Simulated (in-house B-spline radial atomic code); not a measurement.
Results of a calculation; reference values are marked as such.
**Pd in an electron gas of r_s = 2.07: phase shifts, screening, friction and resistivity**

A nucleus sits in a uniform electron gas with a rigid positive background. The Kohn-Sham equations are solved self-consistently in the spin-unpolarised LDA (PW92), non-relativistic, on B-splines with outgoing waves at the boundary and partial waves to l = 8. The model has no lattice, no bands and no magnetic solution. Atomic units; δ_l are the phase shifts at the Fermi level, counted so that each bound state adds π, and good to about 0.0005.

The density parameter is r_s = 2.07 bohr, near that of the valence electrons of Al (3 per atom, density 2.7 g/cm³, mass 26.98 u, which gives r_s = 2.07).

| l | δ_l (rad) |
| --- | --- |
| 0 | 12.2770 |
| 1 | 9.6183 |
| 2 | 6.0813 |
| 3 | 0.0781 |
| 4 | 0.0147 |
| 5 | 0.0025 |
| 6 | 0.0004 |
| 7 | -0.0001 |
| 8 | -0.0001 |

Bound levels below the band bottom (hartree): s -21.74, p -18.26, d -11.8, s -2.6, p -1.528 and deeper ones.

Check the Friedel sum rule, and say where the screening charge sits.

k_F = (9π/4)^(1/3)/r_s = 0.92713. The rule is Z = (2/π) Σ (2l + 1) δ_l. The terms are s 7.816, p 18.370, d 19.357, f 0.348 and 0.103 beyond, in all 45.994 against Z = 46. Bound states hold 8 s, 18 p, 10 d electrons, so the scattering states carry 9.99 in all; where a term is smaller than its bound count, the bound level has drawn weight out of the band.

Find the transport cross section and the electronic stopping of a 1 keV Pd ion (mass 106.42 u).

σ_tr = (4π/k_F²) Σ (l + 1) sin²(δ_l − δ_(l+1)). The terms for l = 0 to 3 are 0.2156, 0.2967, 0.2291, 0.0161, all together 0.7583, so σ_tr = 14.619 × 0.7583 = 11.085 bohr². With n = 3/(4π r_s³) = 0.02692, the friction coefficient is Q = n k_F σ_tr = 0.2766. For v well below v_F = 0.927, dE/dx = Q v; with 24801 eV per u at v = 1, v = √(1000/(24801 × 106.42)) = 0.0195, so dE/dx = 0.00538 hartree/bohr = 2.77 eV/nm. The largest term couples the p and d waves.

What residual resistivity would 1 atomic per cent of such centres give in Al?

Δρ = k_F n_i σ_tr/n in atomic units of 21.74 μΩ·cm. With one host atom per 3 electrons, n_i/n = 0.01/3, so Δρ = 0.9271 × 0.00333 × 11.085 × 21.74 = 0.74 μΩ·cm. This is an atom added to the gas, as on an interstitial site.

On a substitutional site the background of one host ion, a sphere holding 3 charges, is taken out. The phase shifts for l = 0 to 4 become 11.7299, 9.0746, 5.7721, -0.0272, -0.0069. What follows?

The Friedel sum is now 42.99, for Z − 3 = 43. The sum in σ_tr is 0.9208, so σ_tr = 13.46 bohr² and Δρ = 0.90 μΩ·cm per atomic per cent, 1.21 times the value above. A real host ion scatters too, so this model doesn't give zero even for the host's own atom.
